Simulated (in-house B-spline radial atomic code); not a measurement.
RPA and G0W0 for Tc2+, [Kr] 4d5, highest spin, as one setting changes: the radius of a hard wall (bohr). Start: PBE0. A dash marks a level of low quasi-particle weight. Computed with an all-electron radial atomic-structure program (B-spline basis): all electrons, scalar-relativistic (spin-free one-electron X2C), finite nucleus, each spin shell either full or empty, empty states to l = 9 with an (l + 1/2)⁻⁴ tail; G0W0 by contour deformation at full frequency.

| radius of a hard wall (bohr) | mean-field level (eV) | G0W0 level (eV) | RPA correlation (Eh) |
| --- | --- | --- | --- |
| 2 | 15.108 | 4d up 7.333 | -3.0757 |
| 2.5 | -9.949 | 4d up -16.528 | -3.0312 |
| 3 | ? | ? | ? |
| 3.5 | -22.715 | 4d up -28.041 | -3.0169 |
| 4 | -24.302 | 4d up -29.288 | -3.016 |
| 5 | ? | ? | ? |
| 6 | -25.514 | 4d up -30.00 | -3.0149 |
| 8 | -25.549 | 4d up -29.995 | -3.0143 |
| 12 | -25.549 | 4d up -29.993 | -3.0138 |

Q: What belongs in the row for 3?

A: mean-field level (eV): -19.050; G0W0 level (eV): 4d up -24.876; RPA correlation (Eh): -3.0197.

Q: What belongs in the row for 5?

A: mean-field level (eV): -25.323; G0W0 level (eV): 4d up -29.940; RPA correlation (Eh): -3.0153.
